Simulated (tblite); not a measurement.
C₅H₁₁N₂ (doublet state).
Numbering: `[H]/[N:7]=[CH:6]\[CH2:5][C@H:2]([CH3:1])[CH2:3][NH:4]` (hydrogens: H8, H9, H10 on C1; H11 on C2; H12, H13 on C3; H14 on N4; H15, H16 on C5; H17 on C6; H18 on N7)
Bond orders are those of one Lewis drawing.

Computed with GFN2-xTB (tblite), gas phase: L-BFGS steps from a force-field or distance-geometry start until the largest atomic force falls under 0.01 eV/Å.

Step 16: E = -599.6600 eV
```
atom  x, y, z in Å  |  force x, y, z in eV/Å
C1     -0.0964   -1.6453    0.9397   -0.002  -0.061   0.020
C2      0.6315   -0.6030    0.1020   -0.043   0.106  -0.005
C3      0.6991    0.7178    0.8850    0.051   0.175  -0.001
N4      0.9389    1.8125    0.0201    0.060   0.062  -0.052
C5     -0.0372   -0.3836   -1.2698   -0.138  -0.021   0.000
C6     -1.3480    0.3402   -1.1672   -0.058  -0.017   0.106
N7     -1.5162    1.5510   -0.9039    0.034  -0.006   0.056
H8     -1.1087   -1.3131    1.1586   -0.037  -0.020   0.008
H9      0.4260   -1.8040    1.8801    0.004   0.040   0.054
H10    -0.1479   -2.6021    0.4307   -0.013  -0.058  -0.118
H11     1.6530   -0.9395   -0.0936    0.037  -0.060  -0.005
H12    -0.2529    0.8571    1.4337    0.057   0.006   0.068
H13     1.4782    0.6436    1.6640   -0.033   0.016  -0.021
H14     1.1016    2.6702    0.5471   -0.141  -0.057   0.027
H15     0.6336    0.2389   -1.8663   -0.013  -0.053   0.027
H16    -0.1835   -1.3492   -1.7526    0.055  -0.015  -0.054
H17    -2.2540   -0.2437   -1.3154    0.004  -0.028  -0.086
H18    -0.6259    2.0584   -0.7039    0.175  -0.009  -0.025
```

Step 17: E = -599.6645 eV
```
atom  x, y, z in Å  |  force x, y, z in eV/Å
C1     -0.0988   -1.6476    0.9404    0.028  -0.020  -0.010
C2      0.6324   -0.6024    0.1035   -0.047   0.050  -0.032
C3      0.7008    0.7232    0.8857   -0.001   0.022  -0.035
N4      0.9359    1.8152    0.0155    0.046   0.023   0.001
C5     -0.0368   -0.3842   -1.2714   -0.108  -0.004   0.037
C6     -1.3462    0.3410   -1.1641   -0.051   0.002   0.078
N7     -1.5102    1.5526   -0.9016    0.046  -0.013   0.057
H8     -1.1127   -1.3163    1.1594    0.009  -0.031  -0.004
H9      0.4250   -1.8057    1.8808   -0.015   0.039   0.042
H10    -0.1479   -2.6055    0.4299   -0.012  -0.002  -0.094
H11     1.6541   -0.9446   -0.0933   -0.022  -0.020   0.018
H12    -0.2534    0.8535    1.4368    0.114   0.038   0.042
H13     1.4825    0.6493    1.6638   -0.059   0.033  -0.060
H14     1.0876    2.6731    0.5434   -0.123  -0.006   0.028
H15     0.6349    0.2424   -1.8658   -0.046  -0.109   0.044
H16    -0.1910   -1.3489   -1.7572    0.106   0.030  -0.016
H17    -2.2513   -0.2433   -1.3141   -0.015  -0.018  -0.074
H18    -0.6137    2.0545   -0.7033    0.149  -0.015  -0.021
```

Step 18: E = -599.6683 eV
```
atom  x, y, z in Å  |  force x, y, z in eV/Å
C1     -0.1001   -1.6500    0.9408    0.038   0.020  -0.031
C2      0.6324   -0.6012    0.1043   -0.037  -0.022  -0.033
C3      0.7019    0.7279    0.8853   -0.036  -0.105  -0.058
N4      0.9342    1.8177    0.0112    0.028  -0.007   0.038
C5     -0.0385   -0.3847   -1.2717   -0.048  -0.004   0.061
C6     -1.3459    0.3418   -1.1601   -0.036   0.014   0.033
N7     -1.5045    1.5543   -0.8986    0.057  -0.010   0.057
H8     -1.1154   -1.3193    1.1598    0.043  -0.041  -0.014
H9      0.4240   -1.8061    1.8822   -0.030   0.028   0.012
H10    -0.1483   -2.6084    0.4273   -0.002   0.056  -0.056
H11     1.6544   -0.9489   -0.0927   -0.074   0.020   0.027
H12    -0.2519    0.8511    1.4402    0.130   0.068   0.022
H13     1.4848    0.6543    1.6624   -0.052   0.044  -0.079
H14     1.0740    2.6751    0.5411   -0.105   0.045   0.029
H15     0.6352    0.2426   -1.8645   -0.067  -0.120   0.046
H16    -0.1943   -1.3482   -1.7612    0.116   0.048   0.015
H17    -2.2496   -0.2432   -1.3142   -0.036   0.001  -0.053
H18    -0.6014    2.0515   -0.7032    0.111  -0.036  -0.016
```

Q: Estimate the geometry and energy of step 19. (The exact step hangs on the optimiser's Hessian estimate; all steps are aligned on step 18, rigid shifts and turns removed.)

A: E = -599.6729 eV, largest force 0.212 eV/Å
```
atom  x, y, z in Å  |  force x, y, z in eV/Å
C1     -0.1011   -1.6526    0.9407    0.032   0.051  -0.039
C2      0.6317   -0.6006    0.1046   -0.021  -0.092  -0.013
C3      0.7027    0.7317    0.8835   -0.057  -0.192  -0.068
N4      0.9319    1.8204    0.0065    0.009  -0.025   0.061
C5     -0.0415   -0.3853   -1.2709    0.027  -0.015   0.070
C6     -1.3460    0.3430   -1.1543   -0.018   0.025  -0.023
N7     -1.4959    1.5566   -0.8936    0.057  -0.001   0.047
H8     -1.1178   -1.3238    1.1599    0.064  -0.043  -0.024
H9      0.4220   -1.8062    1.8842   -0.040   0.010  -0.025
H10    -0.1488   -2.6109    0.4232    0.014   0.107  -0.011
H11     1.6534   -0.9540   -0.0913   -0.108   0.058   0.024
H12    -0.2475    0.8490    1.4450    0.107   0.094   0.006
H13     1.4867    0.6615    1.6587   -0.018   0.036  -0.086
H14     1.0541    2.6786    0.5382   -0.085   0.081   0.029
H15     0.6347    0.2407   -1.8620   -0.071  -0.097   0.034
H16    -0.1961   -1.3463   -1.7658    0.105   0.040   0.045
H17    -2.2479   -0.2425   -1.3150   -0.060   0.031  -0.022
H18    -0.5836    2.0471   -0.7033    0.062  -0.066  -0.004
```

The energy changes by -0.0047 eV. The first-order estimate −F·Δx gives -0.0063 eV and the mean of the old and new forces, exact on a quadratic surface, -0.0047 eV. The step makes an angle of 63° with the force vector and moves no atom by more than 0.020 Å.

What follows is the cost of the whole relaxation. On Arm Neoverse V1, one thread, no GPU, shared host, this took 0.4 s of wall time.
